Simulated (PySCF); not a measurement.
Computed structure and properties of [Yb(NO2)2]+

System: [Yb(NO2)2]+ (singlet in the valence; each metal's 4f electrons, 13 of them, lie in its core potential, out of spins and levels); start: template (D2d). Method: PySCF 2.14.0, RKS r2SCAN, Yb lcecp-1-SVP with ECP59, O def2-SVP, N def2-SVP; non-relativistic Hamiltonian with scalar-relativistic core potentials where named; density fitting; no spin-orbit coupling.

Input of the relaxation:

```python
mol = gto.M(atom='''
Yb     0.00000     0.00000     0.00000
O      0.74950     0.74950     2.15040
O     -0.74950    -0.74950     2.15040
N     -0.00000     0.00000     2.84040
O      0.74950    -0.74950    -2.15040
O     -0.74950     0.74950    -2.15040
N      0.00000    -0.00000    -2.84040''',
    basis={'Yb': 'lcecp-1-SVP', 'O': 'def2-SVP', 'N': 'def2-SVP'},
    ecp={'Yb': 'lcecp-1-SVP'},
    charge=1, spin=0)
mf = dft.RKS(mol, xc='R2SCAN')
mf.grids.atom_grid = (50, 194)  # f atoms: unpruned, at least (60, 302)
mf = mf.density_fit()  # fitting sets: Yb AutoAux, O def2-universal-JKFIT, N def2-universal-JKFIT
mf.conv_tol = 1e-08; mf.max_cycle = 55
mf.kernel(dm0)  # dm0: converged density of the start geometry
# quasi-Newton relaxation in Cartesian coordinates to a largest gradient under 0.00045 Eh/bohr, steps kept in the point group
```

Run from Python with OMP_NUM_THREADS=2; the lines above give its settings. Where DIIS fails, smearing, a level shift and second-order steps follow.
It took 40 s on 2 threads of Arm Neoverse V1, with other jobs on the host, from the converged density of the start.

Course of the relaxation:

```csv
step,energy above end (eV),largest force component within the symmetry (eV/Å)
0,0.5426,1.323
1,0.2948,0.659
2,0.0253,0.720
3,0.0016,0.235
4,0.0000,0.011
5,0.0000,0.001
```

Relaxed geometry (D2d):

```xyz
7

Yb    0.0000    0.0000    0.0000
O     0.7499    0.7499    1.9406
O    -0.7499   -0.7499    1.9406
N     0.0000    0.0000    2.6551
O     0.7499   -0.7499   -1.9406
O    -0.7499    0.7499   -1.9406
N     0.0000    0.0000   -2.6551
```

```csv
contact,Å
Yb1–O2 (NO2),2.211
Yb1–O5 (NO2),2.211
```

On the finer grid (75, 302):

The HOMO is -12.42 eV. The LUMO is -9.44 eV, the dipole about the centre of mass is 0.00 D and the set of Mulliken populations of Yb1 outside the core potential is s 2.31, p 6.21, d 0.87, f 0.04. The D3(BJ) dispersion energy (not in the energies) is -0.035 eV.

```tsv
atom	Mulliken (e)	Löwdin (e)	spin (e)
Yb1	1.56	1.05	0.00
O2	-0.33	-0.15	0.00
O3	-0.33	-0.15	0.00
N4	0.38	0.27	0.00
O5	-0.33	-0.15	0.00
O6	-0.33	-0.15	0.00
N7	0.38	0.27	0.00
```

The 4f levels lie in the core potential and are missing. Their spin isn't counted.

No frequency check is given for this geometry.

Taking off one NO2 (charge -1, singlet; the rest: singlet) in vacuum, both parts rigid, costs 15.36 eV; the small basis without counterpoise inflates it. Most of it is the attraction of opposite charges; other ways to part are cheaper, and one spin state was tried for the rest.

Rigid scan of NO2 along the line from its metal:

(distance to the donors' midpoint (Å), energy (eV)): (1.64, 0.991), (1.74, 0.391), (1.84, 0.086), (1.94, 0.000), (2.04, 0.068), (2.14, 0.244), (2.34, 0.792), (2.64, 1.787), (3.04, 3.006), (3.54, 4.072)

One start shape was tried, so this needn't be the lowest isomer.

An lcecp potential fixes the number of 4f electrons, so in runs with it no electron can move into or out of that shell.
